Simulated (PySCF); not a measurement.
Compound: bis(dimethylethylamine) alane, C8H25AlN2.
Geometry (PBE0-D3(BJ)/def2-SVP, Å), atoms numbered from 1 in this order:
```
atom  x, y, z in Å
C1     2.9517    1.6606   -0.5066
C2     3.0848    0.3938    0.3126
N3     2.2867   -0.7525   -0.1553
C4     2.5189   -1.8774    0.7469
C5     2.6096   -1.1359   -1.5253
Al6    0.1009   -0.3511   -0.0493
N7    -2.0792   -0.0248    0.1547
C8    -2.5220   -0.8330    1.2853
C9    -2.6942   -0.4810   -1.0867
C10   -2.2668    1.4165    0.3816
C11   -3.6976    1.8939    0.5753
H12    3.5255    2.4631   -0.0201
H13    1.9024    1.9780   -0.5815
H14    3.3465    1.5468   -1.5269
H15    2.7577    0.5926    1.3448
H16    4.1501    0.0864    0.3615
H17    2.2066   -1.5986    1.7635
H18    1.9149   -2.7363    0.4266
H19    3.5882   -2.1625    0.7640
H20    2.0034   -2.0100   -1.8013
H21    3.6813   -1.3911   -1.6348
H22    2.3562   -0.3220   -2.2159
H23   -0.1746   -1.9332   -0.3025
H24    0.3178    0.2309    1.4554
H25    0.1242    0.6383   -1.3349
H26   -2.0386   -0.4703    2.2033
H27   -2.2097   -1.8746    1.1223
H28   -3.6188   -0.8083    1.4163
H29   -3.7974   -0.4277   -1.0542
H30   -2.3959   -1.5230   -1.2703
H31   -2.3248    0.1311   -1.9214
H32   -1.8058    1.9299   -0.4769
H33   -1.6552    1.6767    1.2603
H34   -3.6995    2.9839    0.7241
H35   -4.3320    1.6831   -0.2989
H36   -4.1737    1.4434    1.4593
```

The calculation used PySCF 2.14.0, PBE0-D3(BJ)/def2-SVP geometry optimisation, gas phase.

Question: Which atoms are bound to Al6, and at what distances?

Answer: 5 atoms: H25 1.622 Å, H23 1.626 Å, H24 1.628 Å, N7 2.214 Å, N3 2.225 Å. The nearest atom not counted as bound is C4, at 2.97 Å.

Question: List the angles at Al6.

Answer: 
```
      angle  degrees  distance of the outer atoms (Å)
  N3–Al6–N7    176.8                             4.44
H23–Al6–H24    121.0                             2.83
H24–Al6–H25    120.8                             2.83
H23–Al6–H25    118.2                             2.79
 N3–Al6–H25     93.3                             2.83
 N7–Al6–H25     89.8                             2.74
 N7–Al6–H24     89.6                             2.74
 N7–Al6–H23     89.5                             2.73
 N3–Al6–H23     89.1                             2.73
 N3–Al6–H24     88.7                             2.73
```

Question: What is the shape at Al6?

Answer: Trigonal bipyramidal: τ5 = (β − α)/60° = 0.93 from the two widest angles, 176.8° and 121.0° (0 for a square pyramid, 1 for a trigonal bipyramid).

Question: What are the other bond lengths?

Answer: C1–C2, C10–C11 1.518 Å; C2–N3, N7–C10 1.472 Å; N3–C4 and 3 like bonds 1.459 Å. (A selection.)

Question: Give some angles away from the centre.

Answer: C1–C2–N3 115.6°, C2–N3–C4 108.5°, C2–N3–C5 112.5°, C2–N3–Al6 112.1°, C4–N3–C5 110.0°, C4–N3–Al6 105.4°, C5–N3–Al6 108.0°, Al6–N7–C10 106.5°, C8–N7–C9 111.0°, N7–C10–C11 116.6°.

Question: What are the rotational constants (commonest isotopes, rigid rotor)?

Answer: A = 1511, B = 404.8, C = 371.9 MHz: a near-prolate asymmetric top.

Point group: C1 (no symmetry element, even within 0.4 Å). Charge 0, singlet. Not checked by PBE0-D3(BJ)/def2-SVP frequencies.

The run took 17 min on one thread of an Arm Neoverse V1, shared host with 32 logical CPUs at a one-minute load of 31, and the process peaked at 2.2 GiB of memory. That covers the optimisation of the geometry.

One conformer stands for the species.
